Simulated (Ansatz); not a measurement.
Relaxation of ClGaH₄N (7 atoms, charge 0, multiplicity 2), to a largest force component of 0.03 eV/Å in at most 50 steps.

All numbers below come from Ansatz, UKS r2SCANh-D4/def2-SVP.

```xyz
7
Properties=species:S:1:pos:R:3
Ga 0.003 -0.008 -0.060
Cl -0.106 0.009 2.152
H 1.447 0.013 -0.620
H -1.376 -0.040 -0.765
N -0.330 0.254 5.069
H -0.282 -0.763 4.899
H 0.643 0.533 4.864
```

Task: Where does it end, and by what steps?

Result: The run converged. The force dipped under the threshold on the way, but the program's further checks kept it going. After 14 steps the energy has fallen by 0.062 eV; N5 moved furthest, 0.58 Å.

```
step  energy less start (eV)  largest force component (eV/Å)  accepted
   0                  0.0000                           0.901       yes
   1                 -0.0306                           0.724       yes
   2                 -0.0177                           1.283        no
   3                 -0.0453                           0.454       yes
   4                 -0.0546                           0.236       yes
   5                 -0.0599                           0.017       yes
   6                  0.0746                           2.867        no
   7                 -0.0603                           0.057       yes
   8                 -0.0566                           0.543        no
   9                 -0.0611                           0.026       yes
  10                 -0.0606                           0.225        no
  11                 -0.0613                           0.050       yes
  12                 -0.0613                           0.060       yes
  13                 -0.0615                           0.095       yes
  14                 -0.0617                           0.030       yes
```

```xyz
7
Properties=species:S:1:pos:R:3
Ga 0.024 -0.019 -0.136
Cl -0.051 -0.110 2.022
H 1.452 0.096 -0.726
H -1.360 -0.080 -0.829
N -0.005 0.064 5.509
H -0.570 -0.556 4.906
H 0.509 0.604 4.795
```

Time of the run: 36 s on 4 threads of Arm Neoverse V2, with other jobs on the host, peak memory 0.28 GiB.
